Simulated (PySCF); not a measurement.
# N²⁺ (nitrogen, charge +2) across methods

[He] 2s2 3s1, 2S determinant (an excited configuration). Calculation: PySCF 2.14, in aug-cc-pVQZ (6s5p4d3f2g, 80 functions); the non-relativistic Hamiltonian (point nucleus).

```csv
method,E (hartree),mean ε 2s α (eV),mean ε 2s β (eV),mean ε 3s α (eV),Σ⟨r²⟩ (bohr²),⟨S²⟩
PBE,-51.8743,-58.453,-58.088,-17.416,14.13,0.750
PBE0,-51.8834,-60.601,-60.166,-18.092,14.22,0.750
wB97M-V,-51.9642,-63.074,-62.725,-19.702,14.21,0.750
r2SCANh,-51.8931,-59.637,-59.408,-17.632,14.37,0.750
B3LYP,-51.9367,-60.247,-59.885,-17.883,14.14,0.750
LDA,-51.4627,-58.235,-57.858,-17.273,14.24,0.750
r2SCAN,-51.8903,-58.836,-58.658,-17.370,14.37,0.750
TPSS,-51.9459,-58.738,-58.449,-17.419,14.12,0.750
```

Q: Estimate the same row for UHF.

A: E (hartree) = -51.80316; mean ε 2s α (eV) = -66.133; mean ε 2s β (eV) = -65.394; mean ε 3s α (eV) = -19.632; Σ⟨r²⟩ (bohr²) = 14.75; ⟨S²⟩ = 0.750.

The outer electron is Rydberg-like, and this basis confines it to a smaller radius and binds it less than a complete one would.
